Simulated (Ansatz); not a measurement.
Reaction (ligand exchange at a Ge–C bond): `C=[C](F)[GeH2][CH3]` + `C[SeH]` → `[CH3][GeH2][Se]C` + `C=CF`

Computed with Ansatz on PBE0-D4/def2-TZVP structures; ΔE is electronic, products minus reactants. CBS: MP2 limit from def2 TZ/QZ plus the TZ coupled-cluster correction, frozen cores. For Ge, Se outer-core shells are correlated without core-valence functions, which leaves a few kJ/mol of doubt a bond. Scalar relativity is left out up to krypton. Each species was taken in one conformer, which may not be the lowest.

```tsv
species	HF/CBS(def2) energy (Eh)
`C=[C](F)[GeH2][CH3]`	-2292.60247
`C[SeH]`	-2440.10737
`[CH3][GeH2][Se]C`	-4555.76866
`C=CF`	-176.97179
```

Q: Work out ΔE.

A: ΔE = (-4555.76866) + (-176.97179) − (-2292.60247) − (-2440.10737) = -0.03061 Eh = -0.83 eV. CCSD(T)/CBS gives -0.78 eV.

Largest T1 diagnostic among the species: 0.012.

In def2-TZVPP, CCSD(T) changes the Hartree–Fock value by +0.09 eV (the triples alone add +0.01 eV) and MP2 by +0.04 eV.
